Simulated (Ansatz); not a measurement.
Basis-set extrapolation for `BN([SiH3])C=C` (PBE0-D4/def2-TZVP geometry, frozen core, the Gaussian-basis code of Ansatz). Multiplicity 1, RHF reference.

|  | cc-pV(T+d)Z | cc-pV(Q+d)Z |
| --- | --- | --- |
| HF | -448.554728 | -448.569224 |
| MP2 correlation | -0.764209 | -0.814431 |
| CCSD(T) correlation | -0.851220 | not run |

Energies in hartree. Use E(X) = E(∞) + A·exp(−5.46·√X) for Hartree–Fock and E(X) = E(∞) + B·X^(−3.05) for correlation, with X = 3 and 4, and add CCSD(T) minus MP2 of the smaller set to the MP2 limit.

Q: What is the CCSD(T) energy at the basis-set limit?

A: HF limit: -448.569224 + (-0.014496) × 0.30130 = -448.57359. MP2 limit: -0.814431 + (-0.050222) × 0.71189 = -0.85018. Higher-order term: -0.851220 − (-0.764209) = -0.08701. Total: -449.51078 hartree, 275.2 kJ/mol below CCSD(T)/cc-pV(T+d)Z.
